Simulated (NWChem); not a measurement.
System: GeHOCl₃; SMILES [OH][Ge]([Cl])([Cl])[Cl]

Output (shortened):

```
             Northwest Computational Chemistry Package (NWChem) 7.3.0
             --------------------------------------------------------

                             Geometry "geometry" -> ""
                             -------------------------

 Output coordinates in angstroms (scale by  1.889725989 to convert to a.u.)

  No.       Tag          Charge          X              Y              Z
 ---- ---------------- ---------- -------------- -------------- --------------
    1 O                    8.0000     0.00057600    -0.19307300    -1.96208500
    2 Ge                  32.0000     0.00005100    -0.02753200    -0.22241300
    3 Cl                  17.0000     1.72380000     1.03835100     0.44694100
    4 Cl                  17.0000     0.00358000    -1.99716800     0.55922100
    5 Cl                  17.0000    -1.72778000     1.03180500     0.44674800
    6 H                    1.0000     0.00108100     0.65442600    -2.42460800

 Effective nuclear repulsion energy (a.u.)     702.4554389938

                              NWChem Property Module
                              ----------------------

  itol2e modified to match energy
  convergence criterion.

                                 NWChem DFT Module
                                 -----------------

 Summary of "ao basis" -> "ao basis" (spherical)
 ------------------------------------------------------------------------------
       Tag                 Description            Shells   Functions and Types
 ---------------- ------------------------------  ------  ---------------------
 O                          pcsseg-1                 7       17   3s3p1d
 Ge                         pcsseg-1                15       41   5s7p3d
 Cl                         pcsseg-1                10       24   4s5p1d
 H                          pcsseg-1                 3        5   2s1p

  itol2e modified to match energy
  convergence criterion.

            General Information
            -------------------
          SCF calculation type: DFT
          Wavefunction type:  closed shell.
          No. of atoms     :     6
          No. of electrons :    92
           Alpha electrons :    46
            Beta electrons :    46
          Charge           :     0
          Spin multiplicity:     1
          Use of symmetry is: off; symmetry adaption is: off
          Maximum number of iterations: 150
          AO basis - number of functions:   135
                     number of shells:    55
          Convergence on energy requested:  1.00D-07
          Convergence on density requested:  1.00D-05
          Convergence on gradient requested:  5.00D-04

              XC Information
              --------------
                        BHLYP Method XC Functional
                     Hartree-Fock (Exact) Exchange  0.500
                        Slater Exchange Functional  0.500 local
                    Becke 1988 Exchange Functional  0.500 non-local
              Lee-Yang-Parr Correlation Functional  1.000

             Grid Information
             ----------------
          Grid used for XC integration:  fine
          Radial quadrature: Mura-Knowles
          Angular quadrature: Lebedev.
          Tag              B.-S. Rad. Rad. Pts. Rad. Cut. Ang. Pts.
          ---              ---------- --------- --------- ---------
          O                   0.60       70           9.0       590
          Ge                  1.25      140           9.0       974
          Cl                  1.00      123          11.0       770
          H                   0.35       60          11.0       590
          Grid pruning is: on
          Number of quadrature shells:   639
          Spatial weights used:  Erf1

      Superposition of Atomic Density Guess
      -------------------------------------

 Sum of atomic energies:       -3528.63036062

      Non-variational initial energy
      ------------------------------

 Total energy =   -3529.761048
 1-e energy   =   -6306.460332
 2-e energy   =    2074.243845
 HOMO         =      -0.432344
 LUMO         =      -0.022098

   convergence    iter        energy       DeltaE   RMS-Dens  Diis-err
 ---------------- ----- ----------------- --------- --------- ---------
 d= 0,ls=0.0,diis     1  -3533.1207539278 -4.24D+03  9.37D-03  1.70D+00
 d= 0,ls=0.0,diis     2  -3533.1277316489 -6.98D-03  5.40D-03  1.03D+00
 d= 0,ls=0.0,diis     3  -3533.2223686013 -9.46D-02  1.02D-03  1.26D-01
 d= 0,ls=0.0,diis     4  -3533.2310106100 -8.64D-03  3.77D-04  4.17D-03
 d= 0,ls=0.0,diis     5  -3533.2314891067 -4.78D-04  8.04D-05  3.18D-04
  Resetting Diis
 d= 0,ls=0.0,diis     6  -3533.2315181675 -2.91D-05  2.01D-05  2.78D-05
 d= 0,ls=0.0,diis     7  -3533.2315201088 -1.94D-06  4.89D-06  5.49D-07
 d= 0,ls=0.0,diis     8  -3533.2315201679 -5.91D-08  1.34D-06  2.05D-07

         Total DFT energy =    -3533.231520167899
      One electron energy =    -6305.496470549153
           Coulomb energy =     2242.706193615563
    Exchange-Corr. energy =     -172.896682228088
 Nuclear repulsion energy =      702.455438993779

 Numeric. integr. density =       91.999999741757

                       DFT Final Molecular Orbital Analysis
                       ------------------------------------

 Vector   44  Occ=2.000000D+00  E=-4.084309D-01
              MO Center=  7.2D-03, -5.8D-01,  4.3D-01, r^2= 4.8D+00
   Bfn.  Coefficient  Atom+Function         Bfn.  Coefficient  Atom+Function
  ----- ------------  ---------------      ----- ------------  ---------------
    98      0.344132  4 Cl pz               101      0.283624  4 Cl pz
    97      0.258713  4 Cl py               100      0.208503  4 Cl py
    74     -0.206293  3 Cl pz               122     -0.203739  5 Cl pz
    73      0.188845  3 Cl py               121      0.188309  5 Cl py
    77     -0.173213  3 Cl pz               125     -0.171064  5 Cl pz

 Vector   45  Occ=2.000000D+00  E=-4.054020D-01
              MO Center= -7.4D-03,  5.0D-01,  2.2D-01, r^2= 5.0D+00
   Bfn.  Coefficient  Atom+Function         Bfn.  Coefficient  Atom+Function
  ----- ------------  ---------------      ----- ------------  ---------------
   122     -0.322641  5 Cl pz                74      0.320764  3 Cl pz
   125     -0.270297  5 Cl pz                77      0.268737  3 Cl pz
    96     -0.220214  4 Cl px                99     -0.183740  4 Cl px
    72     -0.176392  3 Cl px               120     -0.176628  5 Cl px
    10      0.167035  1 O  px                 7      0.151940  1 O  px

 Vector   46  Occ=2.000000D+00  E=-3.998954D-01
              MO Center= -1.6D-03,  1.5D-01,  4.7D-01, r^2= 5.2D+00
   Bfn.  Coefficient  Atom+Function         Bfn.  Coefficient  Atom+Function
  ----- ------------  ---------------      ----- ------------  ---------------
    96      0.321927  4 Cl px                73      0.293531  3 Cl py
   121     -0.294664  5 Cl py                99      0.271172  4 Cl px
    76      0.248521  3 Cl py               124     -0.249470  5 Cl py
    72     -0.200418  3 Cl px               120     -0.199370  5 Cl px
    75     -0.170181  3 Cl px               123     -0.169285  5 Cl px

 Vector   47  Occ=0.000000D+00  E=-2.985591D-02
              MO Center= -8.5D-05,  5.5D-02,  6.1D-02, r^2= 4.6D+00
   Bfn.  Coefficient  Atom+Function         Bfn.  Coefficient  Atom+Function
  ----- ------------  ---------------      ----- ------------  ---------------
    22      1.021173  2 Ge s                 21      0.708659  2 Ge s
    20     -0.504282  2 Ge s                100     -0.420972  4 Cl py
    75      0.369471  3 Cl px               123     -0.370337  5 Cl px
    86     -0.329628  4 Cl s                 62     -0.327771  3 Cl s
   110     -0.327836  5 Cl s                 43      0.287236  2 Ge pz

 Vector   48  Occ=0.000000D+00  E= 4.606870D-02
              MO Center=  2.8D-04,  5.1D-01, -1.2D+00, r^2= 4.7D+00
   Bfn.  Coefficient  Atom+Function         Bfn.  Coefficient  Atom+Function
  ----- ------------  ---------------      ----- ------------  ---------------
   132      0.822210  6 H  s                  3     -0.568763  1 O  s
    43     -0.532355  2 Ge pz                42      0.277803  2 Ge py
    11     -0.256329  1 O  py               100      0.243220  4 Cl py
    40     -0.241428  2 Ge pz                86      0.232667  4 Cl s
    56     -0.196863  2 Ge d  0              21     -0.191879  2 Ge s

 Vector   49  Occ=0.000000D+00  E= 6.858284D-02
              MO Center= -1.2D-03,  7.0D-02, -3.6D-01, r^2= 4.6D+00
   Bfn.  Coefficient  Atom+Function         Bfn.  Coefficient  Atom+Function
  ----- ------------  ---------------      ----- ------------  ---------------
    42      1.357883  2 Ge py                86      0.583570  4 Cl s
   132     -0.489864  6 H  s                100      0.427901  4 Cl py
    39      0.410971  2 Ge py                75      0.355023  3 Cl px
   123     -0.352887  5 Cl px                62     -0.337064  3 Cl s
   110     -0.333526  5 Cl s                101     -0.278917  4 Cl pz

     Multipole analysis of the density
     ---------------------------------

     L   x y z        total         alpha         beta         nuclear
     -   - - -        -----         -----         ----         -------
     0   0 0 0     -0.000000    -46.000000    -46.000000     92.000000

     1   1 0 0      0.000393     -0.000296     -0.000296      0.000985
     1   0 1 0      0.499683      0.750984      0.750984     -1.002284
     1   0 0 1     -0.422157      0.298235      0.298235     -1.018627

     2   2 0 0    -47.062410   -204.341859   -204.341859    361.621309
     2   1 1 0      0.000598     -0.000132     -0.000132      0.000861
     2   1 0 1     -0.001309      0.003921      0.003921     -0.009150
     2   0 2 0    -45.974041   -210.442563   -210.442563    374.911085
     2   0 1 1     -3.242195      1.273442      1.273442     -5.789079
     2   0 0 2    -44.258789   -112.057836   -112.057836    179.856884

          -----------------------------------------
          Chemical Shielding Tensors (GIAO, in ppm)
          -----------------------------------------

                                NWChem CPHF Module
                                ------------------

  scftype          =     RHF
  nclosed          =       46
  nopen            =        0
  variables        =     4094
  # of vectors     =        3
  tolerance        = 0.10D-03
  level shift      = 0.00D+00
  max iterations   =       50
  max subspace     =       30

 SCF residual:    1.1051704924540032E-004

Iterative solution of linear equations
  No. of variables     4094
  No. of equations        3
  Maximum subspace       30
        Iterations       50
       Convergence  1.0D-04

   iter   nsub   residual    time
   ----  ------  --------  ---------
     1      3    4.23D-01      59.3
     2      6    6.83D-02      66.4
     3      9    7.74D-03      73.5
     4     12    5.57D-04      80.7
     5     15    8.93D-05      87.8

      Atom:    1  O
        Diamagnetic
    375.5352      0.0069     -0.0140
      0.0069    391.2786     -5.4043
     -0.0140     -5.4043    411.8269

        Paramagnetic
   -148.1145      0.0075      0.0460
      0.0075   -186.7158     22.1024
      0.0460     22.1024   -134.5287

        Total Shielding Tensor
    227.4206      0.0145      0.0321
      0.0145    204.5628     16.6981
      0.0321     16.6981    277.2982

           isotropic =     236.4272
          anisotropy =      66.7819

          Principal Components and Axis System
                 1           2           3
              280.9484    227.4206    200.9125

      1         0.0006      1.0000     -0.0003
      2         0.2136      0.0001      0.9769
      3         0.9769     -0.0007     -0.2136

      Atom:    2  Ge
        Diamagnetic
   2757.1509     -0.0012      0.0005
     -0.0012   2758.4748     -0.0269
      0.0005     -0.0269   2754.5881

        Paramagnetic
  -1498.5767     -0.1340      0.0309
     -0.1340  -1481.4207    -12.7906
      0.0309    -12.7906  -1470.9590

        Total Shielding Tensor
   1258.5742     -0.1352      0.0314
     -0.1352   1277.0541    -12.8175
      0.0314    -12.8175   1283.6291

           isotropic =    1273.0858
          anisotropy =      30.7327

          Principal Components and Axis System
                 1           2           3
             1293.5743   1267.1101   1258.5730

      1         0.0031     -0.0103      0.9999
      2        -0.6130      0.7900      0.0100
      3         0.7901      0.6130      0.0039

      Atom:    3  Cl
        Diamagnetic
   1152.9215      5.9105      3.4530
      5.9105   1146.8286      2.0564
      3.4530      2.0564   1143.9523

        Paramagnetic
   -225.5538    123.5729     63.9381
    123.5729   -371.4296     44.5966
     63.9381     44.5966   -459.7309

        Total Shielding Tensor
    927.3677    129.4834     67.3911
    129.4834    775.3990     46.6531
     67.3911     46.6531    684.2215

           isotropic =     795.6627
          anisotropy =     338.4690

          Principal Components and Axis System
                 1           2           3
             1021.3087    702.4589    663.2205

      1         0.8408     -0.5294     -0.1130
      2         0.4874      0.8312     -0.2675
      3         0.2356      0.1699      0.9569

      Atom:    4  Cl
        Diamagnetic
   1143.1857     -0.0235      0.0085
     -0.0235   1156.1320     -4.7690
      0.0085     -4.7690   1144.3307

        Paramagnetic
   -405.7523     -0.5374      0.1021
     -0.5374   -143.3505    -77.6492
      0.1021    -77.6492   -422.9681

        Total Shielding Tensor
    737.4334     -0.5608      0.1106
     -0.5608   1012.7815    -82.4182
      0.1106    -82.4182    721.3626

           isotropic =     823.8592
          anisotropy =     315.9265

          Principal Components and Axis System
                 1           2           3
             1034.4768    737.4324    699.6683

      1        -0.0019      1.0000      0.0009
      2         0.9671      0.0016      0.2546
      3        -0.2546     -0.0014      0.9671

      Atom:    5  H
        Diamagnetic
     18.7250      0.0131     -0.0087
      0.0131     34.6863    -11.4142
     -0.0087    -11.4142     36.9618

        Paramagnetic
      1.9831     -0.0042      0.0007
     -0.0042     -3.9132      2.1060
      0.0007      2.1060     -1.4396

        Total Shielding Tensor
     20.7081      0.0089     -0.0080
      0.0089     30.7731     -9.3082
     -0.0080     -9.3082     35.5222

           isotropic =      29.0012
          anisotropy =      20.6293

          Principal Components and Axis System
                 1           2           3
               42.7541     23.5413     20.7081

      1        -0.0005      0.0008      1.0000
      2        -0.6135      0.7897     -0.0009
      3         0.7897      0.6135     -0.0000
```

Level: BHandHLYP/pcSseg-1, GIAO. Coordinates come from a PBE0/def2-SVP optimisation. The output numbers the shielded atoms by their place in the input's list. The printed shielding anisotropy is the first printed principal value minus the mean of the other two.

### Question
Write an input that gives this output.

### Answer
One answer among several that fit: the input that was run:
```
start job
memory heap 200 mb stack 900 mb global 1100 mb
geometry units angstroms noautosym nocenter noautoz
  O      0.000576    -0.193073    -1.962085
  Ge     0.000051    -0.027532    -0.222413
  Cl     1.723800     1.038351     0.446941
  Cl     0.003580    -1.997168     0.559221
  Cl    -1.727780     1.031805     0.446748
  H      0.001081     0.654426    -2.424608
end
basis spherical
  * library pcsseg-1
end
dft
  xc bhlyp
  iterations 150
end
property
  shielding 5 1 2 3 4 6
end
task dft property
```
